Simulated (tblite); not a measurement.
Compound: C7H14Si.
SMILES with atom numbers: `[CH3:1][CH:2]([CH3:3])[SiH:4]1[CH2:5][CH:6]=[CH:7][CH2:8]1` (hydrogens: H9, H10, H11 on C1; H12 on C2; H13, H14, H15 on C3; H16 on Si4; H17, H18 on C5; H19 on C6; H20 on C7; H21, H22 on C8)

Geometry (GFN2-xTB, Å), atoms numbered from 1 in this order:
```
atom  x, y, z in Å
C1    -2.0200   -1.4019   -0.7403
C2    -1.3798   -0.2912    0.0876
C3    -2.3459    0.8823    0.2227
Si4    0.2740    0.2702   -0.6834
C5     1.2752    1.4796    0.4015
C6     2.5976    0.7958    0.5736
C7     2.7708   -0.4109    0.0650
C8     1.6394   -1.0632   -0.6701
H9    -2.2345   -1.0486   -1.7462
H10   -2.9555   -1.7307   -0.2889
H11   -1.3569   -2.2601   -0.8171
H12   -1.1939   -0.6885    1.0920
H13   -1.9189    1.6687    0.8402
H14   -2.5708    1.3029   -0.7549
H15   -3.2820    0.5608    0.6778
H16    0.0481    0.8099   -2.0359
H17    0.8278    1.6678    1.3792
H18    1.4212    2.4567   -0.0594
H19    3.3764    1.3122    1.1169
H20    3.7016   -0.9525    0.1597
H21    1.3495   -1.9837   -0.1598
H22    1.9659   -1.3564   -1.6679
```

Computed values, GFN2-xTB/tblite, gas phase, harmonic and unscaled. Against measured fundamentals such values can be off by several per cent, at times by over 20. Modes of hydrogen on silicon can be 10 to 20 % off. One conformer, not necessarily the lowest.

Harmonic wavenumbers (cm⁻¹): 45.0, 49.7, 102.5, 168.9, 221.0, 235.2, 272.5, 274.2, 347.3, 394.8, 438.0, 596.2, 626.1, 649.6, 660.1, 691.8, 749.1, 764.7, 813.8, 831.4, 902.0, 945.6, 949.8, 984.2, 994.4, 1024.2, 1038.5, 1090.2, 1112.3, 1134.3, 1136.5, 1179.9, 1233.6, 1249.0, 1277.9, 1303.7, 1319.5, 1412.7, 1425.1, 1463.2, 1465.4, 1501.2, 1508.7, 1512.1, 1515.8, 1721.9, 2184.7, 2914.9, 2955.9, 2956.9, 2986.3, 2986.8, 3004.1, 3008.2, 3026.2, 3032.1, 3036.5, 3037.0, 3053.7, 3070.5.

A = 3225, B = 1100, C = 897.7 MHz; mass 126.086 u (most abundant isotopes); point group Cs, symmetry number 1.

Task: What is the zero-point energy?

Result: Half the sum of the wavenumbers: 41294 cm⁻¹ = 493.98 kJ/mol.

Task: Entropy at 400 K, 1 bar (ideal gas, RRHO, classical rotation)?

Result: Translation 175.29, rotation 125.01, vibration 170.91: S = 471.2 J/(mol K).

Task: And Cp and H(400 K) − H(0)?

Result: Cp = 217.67 J/(mol K), of which vibrations give 184.41 (their classical limit is 60 R = 498.9); H(400 K) − H(0) = 49.15 kJ/mol without the zero-point energy, 35.84 from vibrations.

Task: Blend soft modes into free rotors: weight 1/[1 + (100 cm⁻¹/ν̃)⁴] for the oscillator and the rest for a rotor with moment μB/(μ + B), μ = h/(8π²ν), B = 10⁻⁴⁴ kg m². What vibrational entropy results?

Result: 156.14 J/(mol K) in place of 170.91, which changes −T·S at 400 K by +5.91 kJ/mol.

Task: How do the functions run with temperature in this model?

Result: 
```
 T (K)  S (J/(mol K))  Cp (J/(mol K))  H − H(0) (kJ/mol)  G − H(0) (kJ/mol)  ln q(vib)
    50          246.3            54.8               2.15             -10.17       0.66
   100          291.2            77.3               5.45             -23.67       1.89
298.15          414.7           168.3              29.45             -94.20       7.06
373.15          456.5           205.1              43.47            -126.88       9.06
   500          524.5           259.9              73.09            -189.14      12.49
   750          645.7           337.8             148.51            -335.78      19.21
  1000          750.5           389.6             239.85            -510.62      25.63
```

q(vib) and H(0) count from the zero-point level.

Task: Which modes carry the vibrational entropy at 400 K?

Result: 45.0 cm⁻¹: 23.46; 49.7 cm⁻¹: 22.64; 102.5 cm⁻¹: 16.66; 168.9 cm⁻¹: 12.58; 221.0 cm⁻¹: 10.44; 235.2 cm⁻¹: 9.95 J/(mol K); the other 54 give 75.18 together.

Hindered rotation and anharmonicity are outside this model. Other conformers, if any are populated, would add a mixing term that is left out.
